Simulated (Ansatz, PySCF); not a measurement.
This Ansatz (a program for electronic structure) input computes a SVWN5/def2-TZVPD energy:

Ansatz 0.2 input:
```yaml
crystal:
  periodic: [false, false, false]
  atoms:
    - {symbol: C, position_ang: [-2.35417190, 0.07608942, -0.07374204]}
    - {symbol: C, position_ang: [-1.13845496, 0.18525793, 0.47864528]}
    - {symbol: C, position_ang: [0.10161686, -0.69758492, 0.18502119]}
    - {symbol: C, position_ang: [1.30038884, 0.05204366, -0.18558989]}
    - {symbol: N, position_ang: [2.22369139, 0.68716770, -0.46635726]}
    - {symbol: H, position_ang: [-2.33933676, -0.74094104, -0.83540601]}
    - {symbol: H, position_ang: [-0.91162219, 0.93051683, 1.25082103]}
    - {symbol: H, position_ang: [-0.14448421, -1.38124696, -0.63127198]}
    - {symbol: H, position_ang: [0.37333025, -1.31333932, 1.05435056]}
basis:
  gaussian:
    orbitals: def2-TZVPD
hamiltonian:
  xc: {name: SVWN5}
total_charge: -1
output: {forces: true}
```

Problem. Write an input for the same energy in PySCF and say what it gives.

Solution. 
```python
from pyscf import gto, scf, dft

mol = gto.M(
    atom='''
    C    -2.35417190    0.07608942   -0.07374204
    C    -1.13845496    0.18525793    0.47864528
    C     0.10161686   -0.69758492    0.18502119
    C     1.30038884    0.05204366   -0.18558989
    N     2.22369139    0.68716770   -0.46635726
    H    -2.33933676   -0.74094104   -0.83540601
    H    -0.91162219    0.93051683    1.25082103
    H    -0.14448421   -1.38124696   -0.63127198
    H     0.37333025   -1.31333932    1.05435056
    ''',
    basis='def2-tzvpd',
    charge=-1,
    spin=0,
    verbose=4,
)

mf = dft.RKS(mol, xc='svwn').density_fit(auxbasis='def2-universal-jkfit')
mf.grids.level = 3
mf.conv_tol = 1e-9
mf.max_cycle = 100
mf.max_memory = 1500
mf.kernel()
if not mf.converged:
    mf = mf.newton()
    mf.kernel(mf.make_rdm1())
mf.analyze()
```
It gives -207.70410 Eh, and Ansatz -207.70403 Eh, a difference of 0.07 mEh, from the treatment of integrals and grids.

It need not be the lowest isomer of its formula. Whether it binds its extra electron was not tested at this geometry.
